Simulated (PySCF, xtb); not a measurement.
C₄H₉NSi, SMILES C(#C)[Si@H](C)NC.

GFN2-xTB run with xtb at its own geometry gives an orbital gap of 4.63 eV and a dipole moment of 1.14 D.

Geometry optimised at B3LYP-D3(BJ)/def2-SVP. The structure was generated by enumeration; whether it is a known compound was not checked. Other conformers were not sampled.

Q: What does r2SCAN/def2-TZVP run with PySCF give? (An estimate is asked for; the answer gives what the named calculation found.)

A: gap 4.90 eV (levels -5.59 and -0.69 eV), dipole 0.97 D.
